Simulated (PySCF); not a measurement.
Al(F)(OMe)(NH2) (CH₅AlFNO), SMILES C[O][Al]([NH2])[F]. Atoms are numbered in the order given.

```xyz
10

Al    -0.0423    -0.5011     0.0000
F     -1.6873    -0.7553     0.0000
O      0.5826     1.0639     0.0000
C      0.1494     2.3903     0.0000
H      0.5301     2.9235     0.8903
H     -0.9535     2.4827     0.0000
H      0.5301     2.9235    -0.8903
N      1.0394    -1.8843     0.0000
H      0.7438    -2.8542     0.0000
H      2.0518    -1.8258     0.0000
```
Charge 0, spin multiplicity 1.

The structure is a stationary point at r2SCAN-D4/def2-SVP. The structure was generated by enumeration; whether it is a known compound was not checked. Other conformers were not sampled.

All values below come from PBE/def2-TZVP (PySCF).

Symmetry labels are those of the subgroup Cs that the program uses (full group Cs).

**Question.** List the valence orbital energies around the gap with their symmetry. (The exact figures need the calculation; the answer reports its results.)

**Answer.** 
| orbital | symmetry | energy (eV) |
|---|---|---|
| HOMO−7 | A" | -10.65 |
| HOMO−6 | A' | -10.51 |
| HOMO−5 | A' | -9.73 |
| HOMO−4 | A" | -9.21 |
| HOMO−3 | A' | -8.99 |
| HOMO−2 | A' | -6.76 |
| HOMO−1 | A" | -6.75 |
| HOMO | A" | -6.09 |
| LUMO | A' | -1.17 |
| LUMO+1 | A" | 0.13 |
| LUMO+2 | A' | 0.60 |
| LUMO+3 | A' | 1.22 |
